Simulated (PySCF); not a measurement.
## How methods differ on the electron affinity of Tl

Tl⁻ [Xe] 4f14 5d10 6s2 6p2 (3P) → Tl [Xe] 4f14 5d10 6s2 6p1 (2P), as a difference of total energies. Computed with PySCF 2.14 in aug-cc-pVTZ-DK3, with scalar relativity by spin-free X2C-1e. Correlated levels: valence: [Xe] 4f14 5d10 frozen. The calculations carry no spin-orbit coupling.

```
           method  electron affinity (eV)
              UHF                  -0.011
    MP2 (valence)                   0.240
SCS-MP2 (valence)                   0.151
   CCSD (valence)                   0.277
CCSD(T) (valence)                   0.305
```

Spin-orbit coupling is strong in these open shells (close to jj coupling). The scalar numbers leave it out and a first-order estimate fails, so it can dominate the gap to the real levels.

Errors of the correlated levels include the incompleteness of this basis and the frozen core.

A negative affinity means that the anion lies above the atom at that level of theory.

For comparison: 0.320 eV (measured; photodetachment measurements, as compiled on the Wikipedia data page of electron affinities).
